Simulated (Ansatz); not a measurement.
Ansatz (a program for electronic structure) job for Hf(Cl)2(OSiH3) (Cl₂H₃HfOSi), SMILES [SiH3][O][Hf+]([Cl])[Cl], charge +1, multiplicity 1, CAM-B3LYP/def2-SVPD. Geometry optimised at B3LYP-D3(BJ)/def2-SVP. The spin state was assumed, not searched. The isomer is the one that the SMILES or the coordinates give; other isomers of the formula were not compared. The def2 effective core potentials stand for the cores of Hf; spin–orbit coupling is left out. The values are those of a single conformer.

Ansatz 0.2 input:
```yaml
crystal:
  periodic: [false, false, false]
  atoms:
    - {symbol: Hf, position_ang: [-0.37169341, 0.39016355, 0.00000000]}
    - {symbol: Cl, position_ang: [-1.16163275, -0.68949620, 1.86960577]}
    - {symbol: Cl, position_ang: [-1.16163275, -0.68949620, -1.86960577]}
    - {symbol: O, position_ang: [1.47452889, 0.19271569, 0.00000000]}
    - {symbol: Si, position_ang: [3.13875372, -0.34391736, -0.00000000]}
    - {symbol: H, position_ang: [3.29290772, -1.14040155, -1.23759883]}
    - {symbol: H, position_ang: [3.29290772, -1.14040155, 1.23759884]}
    - {symbol: H, position_ang: [3.93284021, 0.90501594, -0.00000000]}
basis:
  gaussian:
    orbitals: def2-SVPD
hamiltonian:
  xc: {name: CAM-B3LYP}
total_charge: 1
```

Log of the run:

```
WARN ansatz: RAYON_NUM_THREADS=1 ignored (pool sized by the plan → 1); use --threads N
Functional definition: CAM-B3LYP
integrals: 0.14 GiB planned
1504 factors; their error is unknown
integrals: 0.17 GiB planned
554 factors; integrals over basis functions are off by at most 2.2e-5 eV
mean field: 1.23 GiB planned
mean field evaluation 1: about -36297.8019 eV, gradient 8.3e1 eV
mean field evaluation 2: about -36168.2327 eV, gradient 2.3e2 eV
mean field evaluation 4: about -36311.5258 eV, gradient 6.5e0 eV
mean field evaluation 8: about -36311.6251 eV, gradient 3.0e-1 eV
mean field evaluation 16: about -36311.8360 eV, gradient 5.2e-4 eV
mean field -36311.83604205 eV, -1334.4353614990 hartree, gradient 2.7e-5 eV, S^2 0.000000; 0 other end points of the search recorded, 0 dependent functions left out
reference -36311.83620559 eV, -1334.4353675087 hartree; 35, 35 occupied and 125, 125 virtual orbitals, 1504 factors
Total energy: -36311.83620559 eV, -1334.4353675087 hartree
```

Self-consistency was reached.
